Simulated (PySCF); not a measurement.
**Worked example: chemical shift, span and skew from a shielding tensor**

C₃Si, SMILES [C]1[c+]2[si-2][c+]21 (connectivity only; charge and spin as stated), neutral, multiplicity 1. Atoms are numbered in the order given.

```xyz
4

Si     0.0000     0.0000    -1.1790
C      0.0000    -0.7362     0.5065
C      0.0000     0.7362     0.5065
C      0.0000     0.0000     1.7381
```

Geometry optimised at r2SCAN-D4/def2-TZVP.

GIAO shieldings from PBE/pcSseg-2 in PySCF, non-relativistic, no solvent. The symmetric part of the tensor of C2 has the principal values -396.6, -221.5, 218.5 ppm. The same nucleus in TMS has σ = 181.4 ppm at this level (PySCF, at its B3LYP-D3(BJ)/def2-TZVP geometry).

Question: Work out the isotropic shielding, the ¹³C shift against TMS, the span and the skew.

Answer: 
σ(iso) = (σ11 + σ22 + σ33)/3 = -133.2 ppm. δ = σ(ref) − σ(iso) = 181.4 − (-133.2) = 314.6 ppm.
Span Ω = σ33 − σ11 = 615.1 ppm. Skew κ = 3(σ(iso) − σ22)/Ω = 0.43. Tumbling in solution averages the tensor to δ; in a static solid the shielding alone would spread this spin-1/2 line over Ω.
